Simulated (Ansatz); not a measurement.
Geometry optimisation, Ansatz, UKS B3LYP-D4/STO-3G.

The input (input.yaml):

```yaml
crystal:
  periodic: [false, false, false]
  atoms:
    - { symbol: B, position_ang: [-0.906822, 1.192288, 0.239773] }
    - { symbol: O, position_ang: [-0.771044, -0.065691, -0.40142] }
    - { symbol: C, position_ang: [-1.098887, -1.238342, 0.438741] }
    - { symbol: H, position_ang: [-1.380799, 1.326354, 1.304615] }
    - { symbol: H, position_ang: [-0.576893, 2.097975, -0.430019] }
    - { symbol: H, position_ang: [1.896331, 0.312914, 0.662109] }
    - { symbol: F, position_ang: [1.368649, 0.421281, 1.450833] }
    - { symbol: H, position_ang: [1.085376, -0.345906, -1.663436] }
    - { symbol: O, position_ang: [2.022118, -0.001355, -1.564326] }
    - { symbol: H, position_ang: [-1.180252, -2.120045, -0.227618] }
    - { symbol: H, position_ang: [-0.27629, -1.404874, 1.166183] }
    - { symbol: H, position_ang: [-2.051397, -1.102598, 0.98908] }
    - { symbol: H, position_ang: [1.869812, 0.927899, -1.964315] }
magnetization:
  spin_polarized: true
basis:
  gaussian: { orbitals: STO-3G }
hamiltonian:
  xc: b3lyp
  dispersion: d4
relax:
  f_tol: 0.03
  max_steps: 50
```

Run as:

```bash
$ ansatz run input.yaml --threads 1 --pin off --max-ram 2048MiB --backend cpu --events-out ev --progress --plain --runs-dir out
```

Problem. Where does it end, and by what steps?

Solution. The forces met the threshold. Limits of this set-up: minimal basis. After 12 steps the energy has fallen by 3.840 eV; H8 moved furthest, 0.93 Å. Parted: H6–F7. Joined: B1–F7, H6–O9.

| step | energy less start (eV) | largest force component (eV/Å) | accepted |
| --- | --- | --- | --- |
| 0 | 0.0000 | 2.469 | yes |
| 1 | -0.5599 | 1.057 | yes |
| 2 | -1.0935 | 1.500 | yes |
| 3 | -2.0667 | 1.787 | yes |
| 4 | -2.8143 | 1.481 | yes |
| 5 | -3.3303 | 1.277 | yes |
| 6 | -3.6522 | 0.994 | yes |
| 7 | -3.7803 | 0.841 | yes |
| 8 | -3.5806 | 0.917 | no |
| 9 | -3.8247 | 0.518 | yes |
| 10 | -3.8339 | 0.206 | yes |
| 11 | -3.8397 | 0.078 | yes |
| 12 | -3.8401 | 0.027 | yes |

```xyz
13
Properties=species:S:1:pos:R:3
B -0.370 1.175 0.410
O -0.590 -0.083 -0.471
C -0.970 -1.285 0.292
H -1.125 1.198 1.314
H -0.428 2.095 -0.336
H 1.621 0.484 -0.009
F 1.016 1.043 0.909
H 0.520 -0.271 -0.923
O 1.706 -0.138 -0.953
H -1.114 -2.121 -0.421
H -0.194 -1.574 1.032
H -1.918 -1.093 0.828
H 1.844 0.569 -1.671
```

Time of the run: 44 s on 1 thread of Arm Neoverse V2 (shared host), peak memory 0.17 GiB.
